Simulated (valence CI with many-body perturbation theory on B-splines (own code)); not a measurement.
# E1 transitions of Ba⁴²⁺

Level of theory: relativistic CI+MBPT: four valence electrons over a frozen Dirac-Fock core [Ne], radial functions for each j: 11 s, 11 p, 10 d, 8 f, 5 g, 2 h, with the one-electron correlation potential Σ1, the two-electron term Σ2, the three-electron term Σ3, Breit, model QED; selected CI, second order for the rest, scaled by the run's own slope (own B-spline code, finite nucleus).

No measured spectrum was set against this ion. As an estimate, large intervals hold to a few tenths of a per cent, small ones and those within an open d or f shell to about a per cent. Among the levels kept, up to 550 cm⁻¹ of a level comes from second order outside the variational space, and about a tenth of that is noise between levels of different J, which matters for small intervals.

Lines 201 to 250 of 540 in falling wavelength, among levels below 53.761 Ry, chosen from the strongest by gf and those to the six lowest levels. Wavelengths and rates use the calculated energies. Electric multipoles are in the length gauge, E1 and E2 with the static RPA response of the core. Weak lines are less certain than strong ones. Lines between different terms over intervals too small for the method are left out, as are lines whose strength nearly cancels. Where a level lies close to another of its J and parity, the split of strength between their lines is uncertain. The highest levels of a list are the least certain.

Levels are named by their leading jj configuration (3d3/2^4 stands for four electrons in 3d with j = 3/2), which in mixed levels can hold well under half, so a name can repeat and another be missing. Letters in brackets count levels of one name in rising energy.

| λ vac (Å) | Upper | Lower | A (s⁻¹) | log gf | Branch % |
| --- | --- | --- | --- | --- | --- |
| 60.91 | (3s 3p1/2 3p3/2^2) J=2 [a] | (3s^2 3p1/2 3p3/2) J=1 | 1.88e+11 | -0.28 | 96.7 |
| 60.85 | (3s^2 3p3/2 3d5/2) J=1 | (3s^2 3p3/2^2) J=2 | 8.28e+10 | -0.86 | 44.5 |
| 60.85 | (3p1/2 3p3/2^2 3d3/2) J=2 [b] | (3s 3p1/2 3p3/2 3d5/2) J=2 [b] | 3.12e+10 | -1.06 | 5.3 |
| 60.83 | (3p1/2 3p3/2^2 3d5/2) J=1 [a] | (3s 3p1/2 3p3/2 3d5/2) J=2 [c] | 1.77e+11 | -0.53 | 37.3 |
| 60.83 | (3s 3p1/2 3d3/2 3d5/2) J=2 [b] | (3s 3p1/2 3p3/2 3d3/2) J=3 [a] | 5.80e+10 | -0.79 | 29.2 |
| 60.76 | (3s 3p3/2^2 3d3/2) J=1 [b] | (3s^2 3p3/2 3d3/2) J=1 | 1.04e+11 | -0.76 | 14.3 |
| 60.71 | (3p1/2 3p3/2^2 3d3/2) J=3 [b] | (3s 3p1/2 3p3/2 3d3/2) J=2 [e] | 1.77e+11 | -0.16 | 28.6 |
| 60.70 | (3p1/2 3p3/2^2 3d5/2) J=2 [a] | (3s 3p1/2 3p3/2 3d5/2) J=1 [c] | 9.44e+10 | -0.58 | 23.7 |
| 60.70 | (3s 3p1/2 3d5/2^2) J=1 [b] | (3s 3p1/2 3p3/2 3d5/2) J=2 [b] | 1.40e+11 | -0.63 | 46.5 |
| 60.50 | (3s 3p3/2^2 3d5/2) J=1 [b] | (3s 3p3/2^3) J=2 | 9.53e+10 | -0.80 | 12.4 |
| 60.32 | (3s 3p1/2 3d5/2^2) J=4 [b] | (3s 3p1/2 3p3/2 3d5/2) J=4 [a] | 3.47e+10 | -0.77 | 13.5 |
| 60.29 | (3p1/2 3p3/2^2 3d5/2) J=1 [a] | (3s 3p1/2 3p3/2 3d5/2) J=1 [c] | 4.72e+10 | -1.11 | 10.0 |
| 60.26 | (3p1/2 3p3/2^2 3d3/2) J=3 [a] | (3s 3p1/2 3p3/2 3d3/2) J=3 [c] | 2.76e+10 | -0.98 | 7.0 |
| 60.22 | (3p1/2 3p3/2^2 3d5/2) J=4 [b] | (3s 3p1/2 3p3/2 3d5/2) J=4 [c] | 8.61e+10 | -0.38 | 19.9 |
| 60.20 | (3s 3p1/2 3p3/2 3d3/2) J=2 [a] | (3s 3p1/2^2 3p3/2) J=1 | 8.12e+10 | -0.66 | 65.5 |
| 60.17 | (3p1/2 3p3/2^2 3d3/2) J=2 [c] | (3s 3p1/2 3p3/2 3d3/2) J=1 [d] | 1.16e+11 | -0.50 | 18.2 |
| 59.99 | (3p1/2 3p3/2^2 3d3/2) J=1 [a] | (3s 3p1/2 3p3/2 3d5/2) J=1 [a] | 9.17e+10 | -0.83 | 14.8 |
| 59.97 | (3s 3p1/2 3p3/2 3d5/2) J=3 [d] | (3s 3p1/2 3p3/2^2) J=3 | 8.88e+10 | -0.47 | 22.7 |
| 59.87 | (3p1/2 3p3/2^2 3d5/2) J=4 [a] | (3s 3p1/2 3p3/2 3d5/2) J=3 [b] | 6.31e+10 | -0.52 | 16.6 |
| 59.75 | (3p1/2 3p3/2^2 3d5/2) J=4 [a] | (3s 3p1/2 3p3/2 3d5/2) J=4 [b] | 3.27e+10 | -0.80 | 8.6 |
| 59.66 | (3p1/2 3p3/2^2 3d3/2) J=1 [b] | (3s 3p1/2 3p3/2 3d3/2) J=1 [d] | 1.10e+11 | -0.75 | 15.0 |
| 59.64 | (3p1/2 3p3/2^2 3d3/2) J=0 | (3s 3p1/2 3p3/2 3d3/2) J=1 [c] | 3.41e+11 | -0.74 | 55.6 |
| 59.63 | (3s 3p3/2^2 3d5/2) J=4 [b] | (3s^2 3p3/2 3d5/2) J=3 | 2.14e+11 | 0.01 | 40.2 |
| 59.63 | (3p1/2 3p3/2^2 3d5/2) J=3 [b] | (3s 3p1/2 3p3/2 3d5/2) J=2 [c] | 3.54e+10 | -0.88 | 8.8 |
| 59.53 | (3s 3p3/2^2 3d3/2) J=4 | (3s^2 3p3/2 3d3/2) J=3 | 3.26e+11 | 0.19 | 55.3 |
| 59.50 | (3s 3p1/2 3p3/2 3d5/2) J=2 [b] | (3s^2 3p1/2 3d5/2) J=3 | 7.81e+10 | -0.68 | 33.5 |
| 59.48 | (3p1/2 3p3/2^2 3d5/2) J=3 [a] | (3s 3p1/2 3p3/2 3d5/2) J=3 [c] | 5.39e+10 | -0.70 | 8.9 |
| 59.33 | (3s^2 3d5/2^2) J=0 | (3s^2 3p3/2 3d5/2) J=1 | 4.99e+11 | -0.58 | 89.2 |
| 59.32 | (3p1/2 3p3/2^2 3d5/2) J=0 | (3s 3p1/2 3p3/2 3d5/2) J=1 [b] | 3.31e+11 | -0.76 | 77.1 |
| 59.27 | (3s 3p1/2 3p3/2 3d5/2) J=4 [b] | (3s^2 3p1/2 3d5/2) J=3 | 3.17e+10 | -0.82 | 39.1 |
| 59.23 | (3s 3p1/2 3d5/2^2) J=0 | (3s 3p1/2 3p3/2 3d5/2) J=1 [a] | 1.52e+11 | -1.10 | 59.4 |
| 59.23 | (3p1/2 3p3/2^2 3d3/2) J=4 | (3s 3p1/2 3p3/2 3d3/2) J=3 [c] | 1.94e+11 | -0.04 | 51.3 |
| 59.15 | (3s 3p1/2 3p3/2 3d5/2) J=3 [b] | (3s^2 3p1/2 3d5/2) J=3 | 5.16e+10 | -0.72 | 18.1 |
| 59.08 | (3p1/2 3p3/2^2 3d3/2) J=2 [a] | (3s 3p1/2 3p3/2 3d3/2) J=2 [c] | 1.68e+11 | -0.36 | 41.3 |
| 59.03 | (3s 3p3/2^2 3d5/2) J=2 [a] | (3s^2 3p3/2 3d5/2) J=1 | 1.80e+11 | -0.33 | 52.6 |
| 58.90 | (3p1/2 3p3/2^2 3d5/2) J=3 [a] | (3s 3p1/2 3p3/2 3d3/2) J=2 [e] | 7.08e+10 | -0.59 | 11.7 |
| 58.87 | (3p1/2 3p3/2^2 3d3/2) J=3 [b] | (3s 3p1/2 3p3/2 3d5/2) J=3 [b] | 8.66e+10 | -0.50 | 14.0 |
| 58.77 | (3s 3p1/2 3p3/2 3d5/2) J=1 [c] | (3s 3p1/2 3p3/2^2) J=2 [a] | 6.88e+10 | -0.97 | 26.4 |
| 58.67 | (3s 3p3/2^2 3d3/2) J=1 [c] | (3s^2 3p3/2 3d5/2) J=2 | 4.86e+10 | -1.12 | 7.4 |
| 58.63 | (3p1/2 3p3/2^2 3d3/2) J=2 [b] | (3s 3p1/2 3p3/2 3d3/2) J=1 [c] | 5.96e+10 | -0.81 | 10.2 |
| 58.62 | (3p1/2^2 3p3/2 3d5/2) J=2 | (3s 3p1/2^2 3d5/2) J=2 | 8.70e+10 | -0.65 | 40.0 |
| 58.51 | (3p1/2 3p3/2^2 3d5/2) J=1 [b] | (3s 3p1/2 3p3/2 3d5/2) J=2 [d] | 1.90e+11 | -0.53 | 27.3 |
| 58.50 | (3s 3p1/2 3p3/2 3d3/2) J=2 [c] | (3s^2 3p1/2 3d3/2) J=2 | 1.11e+11 | -0.54 | 58.0 |
| 58.46 | (3p1/2 3p3/2^2 3d5/2) J=2 [c] | (3s 3p1/2 3p3/2 3d5/2) J=2 [d] | 1.23e+11 | -0.50 | 17.8 |
| 58.41 | (3s 3p1/2 3p3/2 3d5/2) J=3 [d] | (3s 3p1/2 3p3/2^2) J=2 [a] | 2.11e+10 | -1.12 | 5.4 |
| 58.38 | (3p1/2 3p3/2^2 3d5/2) J=3 [c] | (3s 3p1/2 3p3/2 3d5/2) J=3 [d] | 1.42e+11 | -0.29 | 28.8 |
| 58.19 | (3p1/2 3p3/2^3) J=1 | (3s 3p1/2 3p3/2^2) J=1 [b] | 3.00e+11 | -0.34 | 42.3 |
| 58.11 | (3s 3p1/2 3p3/2 3d5/2) J=2 [d] | (3s 3p1/2 3p3/2^2) J=3 | 9.75e+10 | -0.61 | 16.7 |
| 58.07 | (3s 3p1/2 3d5/2^2) J=3 [b] | (3s 3p1/2 3p3/2 3d3/2) J=2 [c] | 3.04e+10 | -0.97 | 11.9 |
| 57.97 | (3s 3p1/2 3p3/2 3d5/2) J=2 [b] | (3s^2 3p1/2 3d5/2) J=2 | 3.89e+10 | -1.01 | 16.7 |
